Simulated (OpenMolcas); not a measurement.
## An input for doublet [Si2H2OF2]+

[Si2H2OF2]+ has 7 atoms, charge +1, and is taken as a doublet. As SMILES of the parent species, `F[Si]1(F)O[SiH2]1`. The coordinates come from a PBE0-D4/def2-TZVP relaxation. That shape belongs to the parent species and isn't relaxed for this state.

```xyz
7

F     0.4242   -1.6121    1.6938
Si    0.0379   -1.0260    0.2801
F    -0.1942   -2.2880   -0.6391
O     1.1035    0.0779   -0.3221
Si   -0.3048    1.0586   -0.2328
H    -0.2023    2.1888    0.7200
H    -0.8028    1.5328   -1.5455
```

Settings wanted:

```json
{
 "method": "CCSD(T)",
 "reference": "ROHF",
 "symmetry": "none",
 "basis set": "def2-SVP",
 "task": "energy",
 "frozen core orbitals": "13",
 "nucleus": "point",
 "cc max iter": "80",
 "cc conv": "1e-08",
 "SCF convergence threshold": "1e-10"
}
```

Write the OpenMolcas 26.06 input and the command.

One that was run (others would do as well):

mol.input:
```
* F2H2OSi2 CCSD(T)

&GATEWAY
 BASLIB
 $CurrDir
 COORD
 7
 bohr
 F      0.80162182    -3.04642749     3.20081811
 Si     0.07162062    -1.93885900     0.52931229
 F     -0.36698481    -4.32369337    -1.20772397
 O      2.08531278     0.14720967    -0.60868078
 Si    -0.57598852     2.00046408    -0.43992824
 H     -0.38229160     4.13623254     1.36060281
 H     -1.51707213     2.89657220    -2.92057173
 BASIS
 def2-SVP
 GROUP
 NoSym

&SEWARD

&SCF
 UHF
 CHARGE
 1
 SPIN
 2
 THRESHOLDS
 1e-10 1e-07 1e-07 1e-05
 PRORBITALS
 1

&RASSCF
 FILEORB
 $Project.UnaOrb
 SPIN
 2
 NACTEL
 1 0 0
 INACTIVE
 27
 RAS2
 1
 OUTORBITALS
 Canonical
 ORBLISTING
 Nothing

&MOTRA
 JOBIPH
 FROZEN
 13

&CCSDT
 CCT
 TRIPLES
 3
 ITERATIONS
 80
 ACCURACY
 1e-08
 EXTRAPOLATION
 5 4
```

```bash
$ export MOLCAS_MEM=1860
$ pymolcas mol.input > mol.log
```

(Basis files named in the input come from the Basis Set Exchange and aren't shown.)

Calculated total energy: -852.91103 Eh.
